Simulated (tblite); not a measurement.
Species: C₂H₅Cl₂Si₂ (doublet state).
SMILES with atom numbers: `[SiH3:1]/[CH:2]=[C:3](\[Cl:4])[SiH:5][Cl:6]` (hydrogens: H7, H8, H9 on Si1; H10 on C2; H11 on Si5)

Computed geometry: GFN2-xTB, gas phase. This method treats the open shell by occupation alone, without spin polarisation.

Q: List the bond lengths, angles and torsions at this level.

A: 
| bond | length (Å) |
| --- | --- |
| Si1–C2 | 1.876 |
| C2=C3 | 1.343 |
| C3–Cl4 | 1.747 |
| C3–Si5 | 1.853 |
| Si5–Cl6 | 2.008 |
| Si1–H7, Si1–H8, Si1–H9 | 1.465 |
| C2–H10 | 1.080 |
| Si5–H11 | 1.451 |

Bonds in one row agree within 0.01 Å and their mean is given. A selection of angles:
| angle | degrees |
| --- | --- |
| C2–Si1–H7 | 106.8 |
| C2–Si1–H8 | 110.0 |
| H7–Si1–H8 | 110.4 |
| Si1–C2–C3 | 123.6 |
| Si1–C2–H10 | 120.0 |
| C3–C2–H10 | 116.3 |
| C2–C3–Cl4 | 117.8 |
| C2–C3–Si5 | 127.4 |
| Cl4–C3–Si5 | 114.5 |
| C3–Si5–Cl6 | 116.4 |
| C3–Si5–H11 | 115.3 |
| Cl6–Si5–H11 | 113.2 |

Torsions: Si1–C2–C3–Cl4 2° (synperiplanar); C2–C3–Si5–Cl6 164° (antiperiplanar). The mirror-image conformer, all signs reversed, is as good.

C3 (carbon bonded to C, Cl and Si) is planar (angles 127.4°, 117.8° and 114.5°, sum 359.7°, 0.05 Å off the plane of its three neighbours). The 2 C–Si bonds span 1.853 Å (C3–Si5, drawn single) to 1.876 Å (Si1–C2, drawn single), a spread of 0.023 Å. C2 (carbon bonded to C, Si and H) is planar (angles 123.6°, 120.0° and 116.3°, sum 360.0°, 0.01 Å off the plane of its three neighbours). Si5 (silicon bonded to C, Cl and H) is pyramidal (angles 116.4°, 115.3° and 113.2°, sum 344.8°, 0.40 Å off the plane of its three neighbours). Si1 (silicon bonded to C and 3 H) is tetrahedral (angles from 106.8° to 110.4°).

Point group: C1 (no symmetry element, even within 0.4 Å). Its GFN2-xTB frequencies are all real (lowest 43 cm⁻¹).
